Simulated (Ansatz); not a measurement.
Born–Oppenheimer molecular dynamics of AlBCl2FH3O (9 atoms, charge 0, multiplicity 1). It starts at the highest image of a converged band. Of that band: Neighbouring images differ by up to 1.5 eV, so the band resolves the path poorly. A vibrational analysis at the climbing image gives one clearly imaginary mode, 811i cm⁻¹: a first-order saddle point.

Theory: Ansatz 0.2.0, RKS revPBE/def2-SVP.

```json
{
 "ensemble": "NVE (velocity Verlet)",
 "time step": "0.5 fs",
 "steps asked": "200",
 "starting velocities drawn for": "300 K",
 "seed": "5380"
}
```

First frame:

```xyz
9
Properties=species:S:1:pos:R:3
B 0.170 -0.453 -0.057
F -0.651 0.207 1.312
Cl 1.499 0.627 -0.516
Cl -1.180 -0.720 -1.409
O 0.317 -1.667 0.654
Al -0.720 -2.901 -0.275
H 0.086 -3.783 -1.325
H -2.029 -3.327 0.528
H -0.323 -0.820 1.516
```

**Question.** How far do the bonds stretch over the last three quarters of this one trajectory? (Pairs bonded in most of those frames.)

**Answer.** 
```csv
bond,mean (Å),spread (Å),shortest,longest
B1–Cl3,1.762,0.020,1.73,1.79
B1–Cl4,1.898,0.031,1.83,1.94
B1–O5,1.337,0.024,1.30,1.39
B1–Al6,2.526,0.037,2.47,2.64
F2–H9,0.945,0.022,0.91,1.00
Cl4–Al6,2.598,0.028,2.56,2.64
O5–Al6,1.827,0.064,1.73,1.93
Al6–H7,1.595,0.042,1.53,1.66
Al6–H8,1.596,0.008,1.58,1.61
```

Mean temperature of the second half: 509 K. The conserved energy stayed within 0.055 meV per atom of its start (net change 0.026 meV per atom), so the integration is sound. The kinetic energy rose, since the run started high on the potential surface and went downhill. It ends in pieces (AlBCl2H2O + FH), so much of that is their flight and rotation, not heat. A run of 0.1 ps of so small a system gives no equilibrium averages. The orbitals stay closed-shell, which can raise the energy where a bond breaks towards radicals; this wasn't checked here.

Run time: 5 min on 4 threads of Arm Neoverse V1, on a shared host, peak memory 0.16 GiB.
